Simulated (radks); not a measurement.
Values are calculated unless marked as measured or tabulated.
Mg, configuration [Ne] 3s2.

Level of theory: Dirac Kohn-Sham, PBEsol, spin-unpolarised, spherical densities, finite nucleus; Fermi nuclear charge, rms radius 3.057 fm (a radial shooting solver on a logarithmic mesh with Libxc functionals).

Energy parts (eV):
| part | energy |
|---|---|
| total | -5437.935 |
| kinetic | 5444.316 |
| electron-nucleus | -13058.098 |
| Hartree | 2607.996 |
| exchange-correlation | -432.148 |

Orbitals (lengths in bohr, moments of r in powers of bohr; <r^-3> diverges for s and p1/2; r(max) is where P^2 peaks):
orbital  occ.  eigenvalue (eV)  <r^-3>   r(max)
1s1/2       2        -1256.571       -  0.08519
2s1/2       2         -79.5881       -   0.5476
2p1/2       2         -46.7376       -   0.4777
2p3/2       4         -46.4498   25.39   0.4792
3s1/2       2          -4.6793       -    2.558

The highest occupied level is 3s1/2 at -4.679 eV. For comparison, the ionisation energy in NIST's Atomic Spectra Database is 7.646 eV (measured). In exact Kohn-Sham theory the highest level is minus the ionisation energy, but local and semilocal functionals leave it too shallow, through self-interaction and a potential that decays too fast; potentials with the right tail come closer. Summed over all electrons, <r^2> = 28.21 bohr^2, which gives a Langevin (diamagnetic) susceptibility term of -22.3 x 10^-6 cm^3/mol.
